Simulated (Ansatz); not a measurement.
Job for Ansatz (a quantum-chemistry and plane-wave program): U-PBE/cc-pV(T+d)Z on AlFH2 (SMILES [F][AlH2]), a point of a bond scan (R = 1.821 Å). Files ending in .json are basis or fitting sets from the Basis Set Exchange.

Ansatz 0.2 input:
```yaml
crystal:
  periodic: [false, false, false]
  atoms:
    - {symbol: Al, position_ang: [-0.24669394, -0.47884971, 0.15840895]}
    - {symbol: H, position_ang: [0.47073738, -1.31219084, 1.27881201]}
    - {symbol: H, position_ang: [-1.58943775, -0.85928261, -0.56046382]}
    - {symbol: F, position_ang: [0.55336871, 1.07412628, -0.35533322]}
basis:
  gaussian:
    orbitals: cc-pV_T+d_Z.json
hamiltonian:
  xc: {name: PBE}
magnetization: {spin_polarized: true, initial_magnetization: 0}
```

Program output:

```
WARN ansatz: RAYON_NUM_THREADS=1 ignored (pool sized by the plan → 1); use --threads N
Functional definition: PBE
integrals: 0.02 GiB planned
552 factors; their error is unknown
mean field: 0.24 GiB planned
mean field evaluation 1: about -9339.4984 eV, gradient 3.0e1 eV
mean field evaluation 2: about -9309.9283 eV, gradient 9.9e1 eV
mean field evaluation 4: about -9342.4191 eV, gradient 2.9e0 eV
mean field evaluation 8: about -9342.4547 eV, gradient 1.5e-2 eV
mean field evaluation 16: about -9342.4386 eV, gradient 1.1e-5 eV
mean field -9342.43862508 eV, -343.3282869395 hartree, gradient 1.1e-5 eV, S^2 0.000000; 0 other end points of the search recorded, 0 dependent functions left out
reference -9342.43866539 eV, -343.3282884208 hartree; 12, 12 occupied and 85, 85 virtual orbitals, 552 factors
Total energy: -9342.43866539 eV, -343.3282884208 hartree
```

The run converged.

Cost: about 1.4 core-seconds (a rough figure).
